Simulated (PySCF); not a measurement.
# Running PySCF for InSn

File input.py (PySCF 2.14):

```python
from pyscf import gto, scf
from pyscf.geomopt.geometric_solver import optimize

mol = gto.M(
    atom='In 0 0 0; Sn 0 0 3.151',
    basis='def2-svp',
    ecp={'In': 'def2-svp', 'Sn': 'def2-svp'},
    charge=0,
    spin=3,
    verbose=4,
)
mf = scf.ROHF(mol)
mf.kernel()
mol_eq = optimize(mf, maxsteps=30)
print('optimised geometry (angstrom)')
print(mol_eq.tostring('raw'))
print('orbital energies (hartree):', mf.mo_energy[..., max(0, mol.nelec[1]-3):mol.nelec[0]+3].round(4))
```

```bash
$ OMP_NUM_THREADS=1 python input.py
```

It prints (some set-up lines and the per-cycle HOMO/LUMO lines with their warnings removed):

```
PySCF version 2.14.0

[INPUT] verbose = 4
[INPUT] num. atoms = 2
[INPUT] num. electrons = 43
[INPUT] charge = 0
[INPUT] spin (= nelec alpha-beta = 2S) = 3
[INPUT] symmetry False subgroup None
[INPUT] Mole.unit = angstrom
[INPUT] Symbol           X                Y                Z      unit          X                Y                Z       unit  Magmom
[INPUT]  1 In     0.000000000000   0.000000000000   0.000000000000 AA    0.000000000000   0.000000000000   0.000000000000 Bohr   0.0
[INPUT]  2 Sn     0.000000000000   0.000000000000   3.151000000000 AA    0.000000000000   0.000000000000   5.954527018505 Bohr   0.0

nuclear repulsion = 77.5880264820819
number of shells = 20
number of NR pGTOs = 122
number of NR cGTOs = 52
basis = def2-svp
ecp = {'In': 'def2-svp', 'Sn': 'def2-svp'}

******** <class 'pyscf.scf.rohf.ROHF'> ********
method = ROHF
initial guess = minao
damping factor = 0
level_shift factor = 0
DIIS = <class 'pyscf.scf.diis.CDIIS'>
diis_start_cycle = 1
diis_space = 8
diis_damp = 0
SCF conv_tol = 1e-09
SCF conv_tol_grad = None
SCF max_cycles = 50
direct_scf = True
direct_scf_tol = 1e-13
num. doubly occ = 20  num. singly occ = 3
Set gradient conv threshold to 3.16228e-05
init E= -357.535275356528
cycle= 1 E= -401.802651697049  delta_E= -44.3  |g|= 1.66  |ddm|= 9.39

cycle= 2 E= -402.356074190828  delta_E= -0.553  |g|= 0.733  |ddm|= 4.17
cycle= 3 E= -402.571253173606  delta_E= -0.215  |g|= 0.0846  |ddm|= 2.11
cycle= 4 E= -402.578454982801  delta_E= -0.0072  |g|= 0.0308  |ddm|= 0.264
cycle= 5 E= -402.579852911554  delta_E= -0.0014  |g|= 0.0156  |ddm|= 0.127
cycle= 6 E= -402.580360700855  delta_E= -0.000508  |g|= 0.0073  |ddm|= 0.0552
cycle= 7 E= -402.580541299464  delta_E= -0.000181  |g|= 0.00301  |ddm|= 0.0379
cycle= 8 E= -402.580596228922  delta_E= -5.49e-05  |g|= 0.00122  |ddm|= 0.0233
cycle= 9 E= -402.580607375732  delta_E= -1.11e-05  |g|= 0.000401  |ddm|= 0.0137
cycle= 10 E= -402.580608285972  delta_E= -9.1e-07  |g|= 0.000136  |ddm|= 0.003
cycle= 11 E= -402.580608381845  delta_E= -9.59e-08  |g|= 6.43e-05  |ddm|= 0.000777
cycle= 12 E= -402.580608407939  delta_E= -2.61e-08  |g|= 1.86e-05  |ddm|= 0.000453
cycle= 13 E= -402.58060840985  delta_E= -1.91e-09  |g|= 4.15e-06  |ddm|= 0.000148
cycle= 14 E= -402.58060840989  delta_E= -4.01e-11  |g|= 7.48e-07  |ddm|= 2.47e-05
Extra cycle  E= -402.58060840989  delta_E= -1.14e-13  |g|= 4.31e-07  |ddm|= 2.14e-06
converged SCF energy = -402.58060840989
Create scanner for <class 'pyscf.grad.rohf.Gradients'>
Create scanner for <class 'pyscf.scf.rohf.ROHF'>
input.py

Current date and time:

#|     Arguments passed to driver run_optimizer():      |#
customengine              <pyscf.geomopt.geometric_solver.PySCFEngine object>
logIni                    <dir>
maxiter                   30
----------------------------------------------------------
Custom engine selected.
Bonds will be generated from interatomic distances less than 1.20 times sum of covalent radii
6 internal coordinates being used (instead of 6 Cartesians)
Internal coordinate system (atoms numbered from 1):
Distance 1-2
Translation-X 1-2
Translation-Y 1-2
Translation-Z 1-2
Rotation-A 1-2
Rotation-B 1-2
Rotation-C 1-2
<class 'geometric.internal.Distance'> : 1
<class 'geometric.internal.TranslationX'> : 1
<class 'geometric.internal.TranslationY'> : 1
<class 'geometric.internal.TranslationZ'> : 1
<class 'geometric.internal.RotationA'> : 1
<class 'geometric.internal.RotationB'> : 1
<class 'geometric.internal.RotationC'> : 1
> ===== Optimization Info: ====
> Job type: Energy minimization
> Maximum number of optimization cycles: 30
> Initial / maximum trust radius (Angstrom): 0.100 / 0.300
> Convergence Criteria:
> Will converge when all 5 criteria are reached:
>  |Delta-E| < 1.00e-06
>  RMS-Grad  < 3.00e-04
>  Max-Grad  < 4.50e-04
>  RMS-Disp  < 1.20e-03
>  Max-Disp  < 1.80e-03
> === End Optimization Info ===

Geometry optimization cycle 1
Cartesian coordinates (Angstrom)
 Atom        New coordinates             dX        dY        dZ
  In   0.000000   0.000000   0.000000    0.000000  0.000000  0.000000
  Sn   0.000000   0.000000   3.151000    0.000000  0.000000  0.000000

WARN: Mole.unit (angstrom) is changed to Bohr

New geometry
   1 In     0.000000000000   0.000000000000   0.000000000000 AA    0.000000000000   0.000000000000   0.000000000000 Bohr
   2 Sn     0.000000000000   0.000000000000   3.151000000000 AA    0.000000000000   0.000000000000   5.954527018505 Bohr

******** <class 'pyscf.scf.hf.ROHF_Scanner'> ********
method = ROHF_Scanner
initial guess = minao
damping factor = 0
level_shift factor = 0
DIIS = <class 'pyscf.scf.diis.CDIIS'>
diis_start_cycle = 1
diis_space = 8
diis_damp = 0
SCF conv_tol = 1e-09
SCF conv_tol_grad = None
SCF max_cycles = 50
direct_scf = True
direct_scf_tol = 1e-13
num. doubly occ = 20  num. singly occ = 3
Set gradient conv threshold to 3.16228e-05
init E= -402.58060840989
cycle= 1 E= -402.58060840989  delta_E= 1.14e-13  |g|= 3.31e-07  |ddm|= 1.77e-06
Extra cycle  E= -402.580608409891  delta_E= -3.98e-13  |g|= 2.74e-07  |ddm|= 1.28e-06
converged SCF energy = -402.580608409891

******** <class 'pyscf.grad.rhf.Gradients_Scanner'> for <class 'pyscf.scf.hf.ROHF_Scanner'> ********
unit = Eh/Bohr
--------------- ROHF_Scanner gradients ---------------
         x                y                z
0 In    -0.0000000000    -0.0000000000    -0.0110769709
1 Sn     0.0000000000     0.0000000000     0.0110769709
----------------------------------------------
cycle 1: E = -402.58060841  dE = -402.581  norm(grad) = 0.0156652
Step    0 : Gradient = 1.108e-02/1.108e-02 (rms/max) Energy = -402.5806084099
Hessian Eigenvalues: 2.95368e-02 5.00000e-02 5.00000e-02 ... 5.00000e-02 5.00000e-02 5.00000e-02

Geometry optimization cycle 2
Cartesian coordinates (Angstrom)
 Atom        New coordinates             dX        dY        dZ
  In   0.000000   0.000000   0.099227    0.000000  0.000000  0.099227
  Sn  -0.000000  -0.000000   3.051773   -0.000000 -0.000000 -0.099227
New geometry
   1 In     0.000000000000   0.000000000000   0.099226605007 AA    0.000000000000   0.000000000000   0.187511107733 Bohr
   2 Sn    -0.000000000000  -0.000000000000   3.051773394993 AA   -0.000000000000  -0.000000000000   5.767015910770 Bohr

******** <class 'pyscf.scf.hf.ROHF_Scanner'> ********
method = ROHF_Scanner
initial guess = minao
damping factor = 0
level_shift factor = 0
DIIS = <class 'pyscf.scf.diis.CDIIS'>
diis_start_cycle = 1
diis_space = 8
diis_damp = 0
SCF conv_tol = 1e-09
SCF conv_tol_grad = None
SCF max_cycles = 50
direct_scf = True
direct_scf_tol = 1e-13
num. doubly occ = 20  num. singly occ = 3
Set gradient conv threshold to 3.16228e-05
init E= -402.606506934249
cycle= 1 E= -402.582686829639  delta_E= 0.0238  |g|= 0.0157  |ddm|= 0.107
cycle= 2 E= -402.582973037327  delta_E= -0.000286  |g|= 0.00838  |ddm|= 0.0505
cycle= 3 E= -402.583025976784  delta_E= -5.29e-05  |g|= 0.00249  |ddm|= 0.0174
cycle= 4 E= -402.583034157109  delta_E= -8.18e-06  |g|= 0.000999  |ddm|= 0.00711
cycle= 5 E= -402.5830369067  delta_E= -2.75e-06  |g|= 0.000386  |ddm|= 0.00382
cycle= 6 E= -402.583037320714  delta_E= -4.14e-07  |g|= 0.000173  |ddm|= 0.00163
cycle= 7 E= -402.583037505549  delta_E= -1.85e-07  |g|= 8.79e-05  |ddm|= 0.00116
cycle= 8 E= -402.583037570734  delta_E= -6.52e-08  |g|= 2.29e-05  |ddm|= 0.000962
cycle= 9 E= -402.583037574099  delta_E= -3.36e-09  |g|= 6.59e-06  |ddm|= 0.00022
cycle= 10 E= -402.583037574274  delta_E= -1.75e-10  |g|= 2.24e-06  |ddm|= 3.82e-05
Extra cycle  E= -402.583037574293  delta_E= -1.89e-11  |g|= 1.57e-06  |ddm|= 9.13e-06
converged SCF energy = -402.583037574293

******** <class 'pyscf.grad.rhf.Gradients_Scanner'> for <class 'pyscf.scf.hf.ROHF_Scanner'> ********
unit = Eh/Bohr
--------------- ROHF_Scanner gradients ---------------
         x                y                z
0 In    -0.0000000000    -0.0000000000    -0.0006519361
1 Sn     0.0000000000     0.0000000000     0.0006519361
----------------------------------------------
cycle 2: E = -402.583037574  dE = -0.00242916  norm(grad) = 0.000921977
Step    1 : Displace = 9.923e-02/9.923e-02 (rms/max) Trust = 1.000e-01 (=) Grad = 6.519e-04/6.519e-04 (rms/max) E (change) = -402.5830375743 (-2.429e-03) Quality = 1.170
Hessian Eigenvalues: 2.77984e-02 5.00000e-02 5.00000e-02 ... 5.00000e-02 5.00000e-02 5.00000e-02

Geometry optimization cycle 3
Cartesian coordinates (Angstrom)
 Atom        New coordinates             dX        dY        dZ
  In   0.000000   0.000000   0.105432    0.000000  0.000000  0.006205
  Sn  -0.000000  -0.000000   3.045568   -0.000000 -0.000000 -0.006205
New geometry
   1 In     0.000000000000   0.000000000000   0.105431803185 AA    0.000000000000   0.000000000000   0.199237232838 Bohr
   2 Sn    -0.000000000000  -0.000000000000   3.045568196813 AA   -0.000000000000  -0.000000000000   5.755289785663 Bohr

******** <class 'pyscf.scf.hf.ROHF_Scanner'> ********
method = ROHF_Scanner
initial guess = minao
damping factor = 0
level_shift factor = 0
DIIS = <class 'pyscf.scf.diis.CDIIS'>
diis_start_cycle = 1
diis_space = 8
diis_damp = 0
SCF conv_tol = 1e-09
SCF conv_tol_grad = None
SCF max_cycles = 50
direct_scf = True
direct_scf_tol = 1e-13
num. doubly occ = 20  num. singly occ = 3
Set gradient conv threshold to 3.16228e-05
init E= -402.584472588495
cycle= 1 E= -402.583040652489  delta_E= 0.00143  |g|= 0.00103  |ddm|= 0.00713
cycle= 2 E= -402.583041842625  delta_E= -1.19e-06  |g|= 0.000547  |ddm|= 0.00331
cycle= 3 E= -402.583042071454  delta_E= -2.29e-07  |g|= 0.000163  |ddm|= 0.00121
cycle= 4 E= -402.583042102431  delta_E= -3.1e-08  |g|= 5.76e-05  |ddm|= 0.000444
cycle= 5 E= -402.583042110739  delta_E= -8.31e-09  |g|= 2.04e-05  |ddm|= 0.000227
cycle= 6 E= -402.58304211133  delta_E= -5.91e-10  |g|= 4.51e-06  |ddm|= 7.18e-05
Extra cycle  E= -402.583042111373  delta_E= -4.34e-11  |g|= 2.36e-06  |ddm|= 1.59e-05
converged SCF energy = -402.583042111373

******** <class 'pyscf.grad.rhf.Gradients_Scanner'> for <class 'pyscf.scf.hf.ROHF_Scanner'> ********
unit = Eh/Bohr
--------------- ROHF_Scanner gradients ---------------
         x                y                z
0 In     0.0000000000    -0.0000000000     0.0002714686
1 Sn    -0.0000000000     0.0000000000    -0.0002714686
----------------------------------------------
cycle 3: E = -402.583042111  dE = -4.53708e-06  norm(grad) = 0.000383915
Step    2 : Displace = 6.205e-03/6.205e-03 (rms/max) Trust = 1.414e-01 (+) Grad = 2.715e-04/2.715e-04 (rms/max) E (change) = -402.5830421114 (-4.537e-06) Quality = 0.593
Hessian Eigenvalues: 3.93738e-02 5.00000e-02 5.00000e-02 ... 5.00000e-02 5.00000e-02 5.00000e-02

Geometry optimization cycle 4
Cartesian coordinates (Angstrom)
 Atom        New coordinates             dX        dY        dZ
  In   0.000000   0.000000   0.103608   -0.000000  0.000000 -0.001824
  Sn  -0.000000  -0.000000   3.047392    0.000000 -0.000000  0.001824
New geometry
   1 In     0.000000000000   0.000000000000   0.103607558154 AA    0.000000000000   0.000000000000   0.195789909347 Bohr
   2 Sn    -0.000000000000  -0.000000000000   3.047392441843 AA   -0.000000000000  -0.000000000000   5.758737109153 Bohr

******** <class 'pyscf.scf.hf.ROHF_Scanner'> ********
method = ROHF_Scanner
initial guess = minao
damping factor = 0
level_shift factor = 0
DIIS = <class 'pyscf.scf.diis.CDIIS'>
diis_start_cycle = 1
diis_space = 8
diis_damp = 0
SCF conv_tol = 1e-09
SCF conv_tol_grad = None
SCF max_cycles = 50
direct_scf = True
direct_scf_tol = 1e-13
num. doubly occ = 20  num. singly occ = 3
Set gradient conv threshold to 3.16228e-05
init E= -402.582626148185
cycle= 1 E= -402.583042904321  delta_E= -0.000417  |g|= 0.000305  |ddm|= 0.0021
cycle= 2 E= -402.583043007428  delta_E= -1.03e-07  |g|= 0.000162  |ddm|= 0.000976
cycle= 3 E= -402.583043027389  delta_E= -2e-08  |g|= 4.8e-05  |ddm|= 0.000358
cycle= 4 E= -402.583043030071  delta_E= -2.68e-09  |g|= 1.69e-05  |ddm|= 0.00013
cycle= 5 E= -402.583043030787  delta_E= -7.16e-10  |g|= 6.01e-06  |ddm|= 6.69e-05
Extra cycle  E= -402.583043030824  delta_E= -3.75e-11  |g|= 3.63e-06  |ddm|= 2.35e-05
converged SCF energy = -402.583043030824

******** <class 'pyscf.grad.rhf.Gradients_Scanner'> for <class 'pyscf.scf.hf.ROHF_Scanner'> ********
unit = Eh/Bohr
--------------- ROHF_Scanner gradients ---------------
         x                y                z
0 In     0.0000000000    -0.0000000000    -0.0000043082
1 Sn    -0.0000000000     0.0000000000     0.0000043082
----------------------------------------------
cycle 4: E = -402.583043031  dE = -9.19451e-07  norm(grad) = 6.09267e-06
Step    3 : Displace = 1.824e-03/1.824e-03 (rms/max) Trust = 1.414e-01 (=) Grad = 4.308e-06/4.308e-06 (rms/max) E (change) = -402.5830430308 (-9.195e-07) Quality = 0.982
Hessian Eigenvalues: 3.99987e-02 5.00000e-02 5.00000e-02 ... 5.00000e-02 5.00000e-02 5.00000e-02

Geometry optimization cycle 5
Cartesian coordinates (Angstrom)
 Atom        New coordinates             dX        dY        dZ
  In   0.000000   0.000000   0.103636   -0.000000  0.000000  0.000028
  Sn  -0.000000  -0.000000   3.047364    0.000000 -0.000000 -0.000028
New geometry
   1 In     0.000000000000   0.000000000000   0.103636056398 AA    0.000000000000   0.000000000000   0.195843763222 Bohr
   2 Sn    -0.000000000000  -0.000000000000   3.047363943598 AA   -0.000000000000  -0.000000000000   5.758683255275 Bohr

******** <class 'pyscf.scf.hf.ROHF_Scanner'> ********
method = ROHF_Scanner
initial guess = minao
damping factor = 0
level_shift factor = 0
DIIS = <class 'pyscf.scf.diis.CDIIS'>
diis_start_cycle = 1
diis_space = 8
diis_damp = 0
SCF conv_tol = 1e-09
SCF conv_tol_grad = None
SCF max_cycles = 50
direct_scf = True
direct_scf_tol = 1e-13
num. doubly occ = 20  num. singly occ = 3
Set gradient conv threshold to 3.16228e-05
init E= -402.583049552671
cycle= 1 E= -402.583043031026  delta_E= 6.52e-06  |g|= 4.75e-06  |ddm|= 3.3e-05
cycle= 2 E= -402.583043031047  delta_E= -2.07e-11  |g|= 2.15e-06  |ddm|= 1.05e-05
Extra cycle  E= -402.583043031049  delta_E= -2.56e-12  |g|= 8.44e-07  |ddm|= 4.76e-06
converged SCF energy = -402.583043031049

******** <class 'pyscf.grad.rhf.Gradients_Scanner'> for <class 'pyscf.scf.hf.ROHF_Scanner'> ********
unit = Eh/Bohr
--------------- ROHF_Scanner gradients ---------------
         x                y                z
0 In    -0.0000000000    -0.0000000000     0.0000002849
1 Sn     0.0000000000     0.0000000000    -0.0000002849
----------------------------------------------
cycle 5: E = -402.583043031  dE = -2.25157e-10  norm(grad) = 4.02861e-07
Step    4 : Displace = 2.850e-05/2.850e-05 (rms/max) Trust = 2.000e-01 (+) Grad = 2.849e-07/2.849e-07 (rms/max) E (change) = -402.5830430310 (-2.252e-10) Quality = 0.970
Hessian Eigenvalues: 3.99987e-02 5.00000e-02 5.00000e-02 ... 5.00000e-02 5.00000e-02 5.00000e-02
Converged! =D

    #| If this code has benefited your research, please support us by citing: |#
    #| Wang, L.-P.; Song, C.C. (2016) "Geometry optimization made simple with |#
    #| translation and rotation coordinates", J. Chem, Phys. 144, 214108.     |#
    #|                                     |#
optimised geometry (angstrom)
In          0.00000000        0.00000000        0.10363606
Sn         -0.00000000       -0.00000000        3.04736394
orbital energies (hartree): [-1.042  -0.5124 -0.4007 -0.1181 -0.0906 -0.0906  0.0219  0.0219  0.0914]
```

In short: E(SCF) = -402.580608 Eh, 14 cycles, all at the start geometry; optimised bond 2.944 Å with E = -402.583043 Eh after 5 steps.

Run time: 12 s on 1 thread of Arm Neoverse V2 (shared host), peak memory 0.14 GiB.

The last line lists the levels of the start geometry. No search for the lowest solution was made.
